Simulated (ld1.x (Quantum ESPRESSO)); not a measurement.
# What one change does to a pseudopotential (As (Z = 33), TM)

ld1.x (Quantum ESPRESSO) 7.5 input, shortened:

```
&input
   title='As', zed=33., rel=2, dft='PBE', iswitch=3,
   config='[Ar] 3d10 4s2 4p3 4d-2', rel_dist='average'
 /
 &inputp
   pseudotype=2, tm=.true., lloc=-1, rcloc=1.35,
   nlcc=.false.
 /
3
4S  1  0   2.00   0.00  1.35  1.35  0.0
4P  2  1   3.00   0.00  1.55  1.55  0.0
4D  3  2  -2.00   0.25  1.35  1.35  0.0
 &test
   configts(1)='4s2 4p3'
 /
```

Open shells are filled in proportion to 2j + 1 (rel_dist='average').

All-electron outer shells of the reference configuration (PBE, scalar-relativistic, ld1.x):

| shell | level (eV) | outermost node (bohr) | outermost maximum (bohr) |
| --- | --- | --- | --- |
| 3p | -133.68 | 0.22 | 0.52 |
| 3d | -40.65 | – | 0.47 |
| 4s | -14.49 | 0.73 | 1.61 |
| 4p | -5.19 | 0.78 | 2.00 |

Change: local potential all-electron potential smoothed inside 1.05 bohr (lloc = -2).

Cutoffs: the cutoffs (Ry, on a coarse ladder) from which the occupation-weighted sum of valence levels, in a spherical-Bessel basis at the reference potential, stays within 10 and 1 mRy of its value at 400 Ry; they do not see the model core or the augmentation charge, which bear on the density cutoff. Errors are all-electron minus pseudo energies relative to the spin-unpolarised reference configuration.

Question: Predict the effect on cutoff, ghosts and configuration errors.

Answer: The potential gets neither clearly harder nor softer (40 Ry and 90 Ry → 40 Ry and 90 Ry); both files keep a bound ghost (d); of the 7 tests that both files solve, the error grows in 0 and shrinks in 6 by more than 15 % and 0.3 meV (median size 24.8 → 8.9 meV).

```tsv
quantity	base	changed
cutoff, loose	40 Ry	40 Ry
cutoff, tight	90 Ry	90 Ry
bound ghosts	d3/2, d5/2	d3/2, d5/2
error for 4s2 4p2, meV [ΔE 9.15 eV]	+25	+5.4
error for 4s2 4p1, meV [ΔE 27.07 eV]	+176	+35
error for 4s2 4p0, meV [ΔE 54.78 eV]	+775	+159
error for 4s1 4p4, meV [ΔE 9.41 eV]	+9.0	+8.9
error for 4s1 4p0, meV [ΔE 105.43 eV]	+2231	+583
error for 4s2 4p3.3, meV [ΔE -1.23 eV]	+0.6	+0.1
error for 4s2 4p2.5, meV [ΔE 3.56 eV]	+6.9	+1.0
s: phases at 1.71 bohr within 0.05 rad from the reference energy up to (Ry; the scan ends near 5)	-0.4	-0.1
p1/2: phases at 1.71 bohr within 0.05 rad from the reference energy up to (Ry; the scan ends near 5)	2.0	2.0
p3/2: phases at 1.71 bohr within 0.05 rad from the reference energy up to (Ry; the scan ends near 5)	1.4	1.4
d3/2: phases at 1.71 bohr within 0.05 rad from the reference energy up to (Ry; the scan ends near 5)	1.4	1.4
d5/2: phases at 1.71 bohr within 0.05 rad from the reference energy up to (Ry; the scan ends near 5)	1.4	1.4
```

 A true bound ghost makes a file unfit for plane-wave use even where its test errors are small: the radial tests pick states by their node count and pass the ghost by.
